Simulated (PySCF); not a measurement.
A species of formula C5H11Ga has this rotational fingerprint, computed with PBE0-D3(BJ)/def2-SVP geometry optimisation, gas phase (PySCF):

```
Rotational constants : A = 4458, B = 1446, C = 1339 MHz
Dipole components    : |μa| = 0.80 D, |μb| = 0.02 D, |μc| = 0.46 D
Inertial defect      : -85.39 u·Å²
κ                    : -0.93
```

Question: Which structure is it? (One computed conformer of each.)
A. `[CH3:1][GaH:2][CH:3]1[CH2:4][CH2:5][CH2:6]1` with C1–Ga2–C3–C4 35°, Ga2–C3–C4–C5 100°, C3–C4–C5–C6 19°, C4–C5–C6–C3 -19°, Ga2–C3–C6–C5 -100°
B. `[CH3:1][C@@H:2]1[CH2:3][CH2:4][CH2:5][GaH:6]1` with C1–C2–C3–C4 -82°, C2–C3–C4–C5 -52°, C3–C4–C5–Ga6 35°, C4–C5–Ga6–C2 -12°
C. `[CH3:1][C@H:2]1[CH2:3][CH2:4][GaH:5][CH2:6]1` with C1–C2–C3–C4 71°, C2–C3–C4–Ga5 34°, C3–C4–Ga5–C6 -9°, C4–Ga5–C6–C2 -17°
D. `[GaH2:1][CH:2]1[CH2:3][CH2:4][CH2:5][CH2:6]1` with H–Ga1–C2–C3 -17° and 164°, Ga1–C2–C3–C4 -80°, C2–C3–C4–C5 -41°, C3–C4–C5–C6 23°, C4–C5–C6–C2 3°
E. `[CH3:1][GaH:2][CH:3]=[C:4]([CH3:5])[CH3:6]` with C1–Ga2–C3–C4 179°

Answer: D. It is [GaH2][CH]1CCCC1, a near-prolate asymmetric top, point group C1. The candidates at the same level (rigid rotor, commonest isotopes):

| SMILES | A (MHz) | B (MHz) | C (MHz) | μa (D) | μb (D) | μc (D) | Δ (u·Å²) | point group | rotor |
| --- | --- | --- | --- | --- | --- | --- | --- | --- | --- |
| C[C@H]1C[CH2][GaH][CH2]1 | 3777 | 1920 | 1600 | 0.23 | 0.01 | 0.10 | -81.06 | C1 | asymmetric top |
| C[C@@H]1CC[CH2][GaH]1 | 2936 | 2441 | 1564 | 0.08 | 0.05 | 0.10 | -55.93 | C1 | asymmetric top |
| [CH3][GaH][CH]=C(C)C | 6276 | 1057 | 920.0 | 1.12 | 0.35 | 0.01 | -9.43 | near Cs | near-prolate asymmetric top |
| [GaH2][CH]1CCCC1 | 4458 | 1446 | 1339 | 0.80 | 0.02 | 0.46 | -85.39 | C1 | near-prolate asymmetric top |
| [CH3][GaH][CH]1CCC1 | 4935 | 1424 | 1245 | 0.20 | 0.56 | 0.30 | -51.40 | C1 | near-prolate asymmetric top |

`[CH3][GaH][CH]=C(C)C` has A 41 % too high; `[CH3][GaH][CH]1CCC1` has A 11 % too high; `C[C@@H]1CC[CH2][GaH]1` has B 69 % too high; `C[C@H]1C[CH2][GaH][CH2]1` has B 33 % too high. No structure here is proved a minimum.
